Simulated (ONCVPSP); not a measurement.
Potentials for bromine compared

Generated with ld1.x 7.5 (TM, RRKJ, ultrasoft, PAW), atompaw 4.2 or ONCVPSP 4.0.1. The cutoff is in Ry: for ld1.x and atompaw files where the sum of valence levels is converged to 10 mRy in a Bessel basis, for ONCV files where the hardest occupied wave has 1 mHa per electron of residual kinetic energy. The error is the largest all-electron minus pseudo excitation energy over each file’s own four to seven test configurations (ionisations up to +4, promotions, holes and added fractions of an electron), all of which were solved. The labels leave out finer settings (local radius, basis sizes, second energies), which also bear on the numbers. Spin-polarised tests are not counted. The rows are a selection from randomly drawn settings: files with unsolved tests, undetermined cutoffs or missed reference levels are left out.

A true bound ghost makes a file unfit for plane-wave use even where its test errors are small: the radial tests pick states by their node count and pass the ghost by.

| potential | cutoff (Ry) | largest error (meV) | bound ghosts |
| --- | --- | --- | --- |
| ONCV, PBE, scalar-relativistic, rc 0.95/1.05/0.85 (spd), local smoothed, core correction yes, reference 3s2 3p6 3d10 4s2 4p3, qcut 14.6/13/15.6, projectors 2/2/2 | 240 | +4.9 | none |
| ONCV, PBE, scalar-relativistic, rc 1.45/1.20/0.90 (spd), local smoothed, core correction no, reference 3d10 4s2 4p5, qcut 4.9/5.9/20.4, projectors 3/1/2 | 301 | +62 | s |
| ONCV, PBE, fully relativistic, rc 0.90/1.10/0.60 (spd), local smoothed, core correction no, reference 3s2 3p6 3d10 4s2 4p5, qcut 16.7/12.5/21.1, projectors 2/2/1 | 433 | +26 | none |
| ONCV, revPBE, scalar-relativistic, rc 0.70/0.95/1.00 (spd), local smoothed, core correction no, reference 3s2 3p6 3d10 4s2 4p2, qcut 17.4/14.2/18.3, projectors 2/2/1 | 247 | +9.0 | none |

Task: Fill in the row for Br: ONCV, LDA (Perdew-Wang 92), scalar-relativistic, rc 1.06/1.20 (sp), local smoothed, core correction yes, reference 4s1 4p6, qcut 5.1/6.8, projectors 2/3.

Result: cutoff 193 Ry, largest error -91 meV, bound ghosts: s, p.

Task: Fill in the row for Br: ONCV, PBEsol, scalar-relativistic, rc 0.90/1.10/1.15 (spd), local smoothed, core correction yes, reference 3s2 3p6 3d10 4s2 4p5, qcut 13.7/10.5/15.8, projectors 2/2/2.

Result: cutoff 186 Ry, largest error -130 meV, bound ghosts: none.
